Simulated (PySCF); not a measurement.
Ru- (ruthenium, charge -1) across methods

[Kr] 4d7 5s2, high-spin 4F determinant. Computed with PySCF 2.14 in x2c-TZVPPall with one added diffuse shell each of s, p, d, f type (9s7p7d3f1g, 95 functions), with scalar relativity by spin-free X2C-1e.

| method | E (hartree) | mean ε 4d β (eV) | mean ε 5s α (eV) | mean ε 5s β (eV) | Σ⟨r²⟩ (bohr²) | ⟨S²⟩ |
| --- | --- | --- | --- | --- | --- | --- |
| LC-wPBE | -4529.91 | -2.872 | -1.693 | -0.737 | 85.54 | 3.795 |
| M06 | -4530.40 | -0.020 | -0.057 | 0.541 | 81.54 | 3.778 |
| TPSS | -4530.18 | 1.055 | 0.544 | 1.184 | 84.32 | 3.778 |
| TPSSh | -4530.18 | 0.540 | 0.330 | 0.994 | 84.55 | 3.779 |
| UHF | -4527.98336 | -4.198 | -1.525 | 0.059 | 99.64 | 3.934 |
| PBE | -4529.96 | 1.161 | 0.508 | 1.089 | 84.83 | 3.781 |
| PBE0 | -4530.02 | -0.163 | -0.020 | 0.647 | 85.27 | 3.785 |
| r2SCAN | -4530.36 | 0.998 | 0.323 | 0.964 | 84.82 | 3.812 |

Estimate the same row for LDA.

E (hartree) = -4525.32; mean ε 4d β (eV) = 1.209; mean ε 5s α (eV) = 0.374; mean ε 5s β (eV) = 0.922; Σ⟨r²⟩ (bohr²) = 82.96; ⟨S²⟩ = 3.775.

The highest occupied level is positive at M06, TPSS, TPSSh, LDA, UHF, PBE, PBE0, r2SCAN: only the finite basis holds that electron, at UHF too, so the state is unbound at these levels.
